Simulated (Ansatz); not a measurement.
Calculated with Ansatz (gas phase, PBE0-D4/def2-TZVP geometries, no zero-point term in ΔE). CBS: MP2 limit from def2 TZ/QZ plus the TZ coupled-cluster correction, frozen cores. This one scheme is used for every species. For Ge outer-core shells are correlated without core-valence functions, which leaves a few kJ/mol of doubt a bond. Scalar relativity is left out up to krypton. Each species was taken in one conformer, which may not be the lowest.

Reaction (substitution at a C–F bond): `NCF` + `[OH][GeH3]` → `NC[O][GeH3]` + H–F

| species | MP2/def2-TZVPP energy (Eh) |
| --- | --- |
| `NCF` | -194.80738 |
| `[OH][GeH3]` | -2153.11824 |
| `NC[O][GeH3]` | -2247.58819 |
| H–F | -100.33585 |

(1) Work out ΔE.

Largest T1 diagnostic among the species: 0.012.

Answers

(1) ΔE = (-2247.58819) + (-100.33585) − (-194.80738) − (-2153.11824) = 0.00158 Eh = +0.04 eV. CCSD(T)/CBS gives +0.07 eV.

The D4 term adds −0.08 eV with B3LYP and −0.05 eV with PBE0; it sums over pairs of atoms, weighted by their polarisabilities, and B3LYP, whose exchange is more repulsive, gets the larger term. In def2-TZVPP, CCSD(T) changes the Hartree–Fock value by −0.18 eV (the triples alone add −0.02 eV) and MP2 by −0.22 eV.

B3LYP here is the variant with VWN-RPA as its local correlation; programs differ in this.
